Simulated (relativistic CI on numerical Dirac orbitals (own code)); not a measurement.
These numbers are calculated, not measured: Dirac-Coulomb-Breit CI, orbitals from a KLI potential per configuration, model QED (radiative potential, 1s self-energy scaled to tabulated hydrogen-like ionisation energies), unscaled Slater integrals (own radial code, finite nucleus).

CI space (outside the closed core 1s2): 2s²2p⁴, 2s2p⁵, 2p⁶, 2p⁵3s, 2s²2p³3s, 2p⁵3p, 2s²2p³3p, 2p⁵3d, 2s²2p³3d, 2s2p⁴3s, 2s2p⁴3p, 2s2p⁴3d, 2s²2p³4s, 2s²2p³4p, 2s²2p³4d, 2s²2p³4f, 2s²2p²3s², 2s²2p²3s3p, 2s2p⁴4s, 2s²2p³5s, 2s²2p²3s3d, 2s2p⁴4p, 2s²2p³5p, 2s²2p²3p², 2s²2p³5d, 2s²2p³5f, 2s2p⁴4d, 2s²2p³5g, 2s2p⁴4f, 2s²2p²3p3d, 2s2p³3s², 2s²2p²3d², 2s2p³3s3p, 2s2p³3s3d, 2s2p³3p², 2s2p⁴5s. Levels of other configurations are missing.

At this charge energies of transitions that change n are usually good to better than 1 %, and those within a shell (Δn = 0) to a few per cent.

Outline of the computed level scheme of Pt LXXI. Lowest level of each configuration: 2s²2p⁴ ³P2 at 0.0 eV; 2s2p⁵ ³P°2 at 2232.6 eV; 2p⁶ ¹S0 at 4598.2 eV; 2s²2p³3s ³P°2 at 9614.2 eV; 2s²2p³3p ³P1 at 9747.8 eV; 2s²2p³3d ³D°2 at 10388.4 eV; 2s2p⁴3s ⁵P3 at 11766.6 eV; 2s2p⁴3p ⁵P°2 at 11908.1 eV.

Some strong electric-dipole decays among the lowest 45 levels: 2s²2p³3d ³D°3 → 2s²2p⁴ ³P2 (2.9e+15 s⁻¹); 2s²2p³3d ³D°1 → 2s²2p⁴ ¹S0 (1.8e+15 s⁻¹); 2s²2p³3d ³D°2 → 2s²2p⁴ ³P2 (1.3e+15 s⁻¹); 2s2p⁴3p ³D°3 → 2s²2p⁴ ³P2 (6.5e+14 s⁻¹); 2s²2p³3d ³D°1 → 2s²2p⁴ ³P2 (3.4e+14 s⁻¹); 2s²2p³3s ¹D°2 → 2s²2p⁴ ¹D2 (2.7e+14 s⁻¹); 2s2p⁴3s ³P2 → 2s2p⁵ ³P°2 (2.7e+14 s⁻¹); 2s2p⁴3p ⁵P°2 → 2s²2p⁴ ³P2 (2.6e+14 s⁻¹).

LS names give the leading component of a level, which can be under half, so a name can repeat, a term be missing and a line seem to break the LS rules.
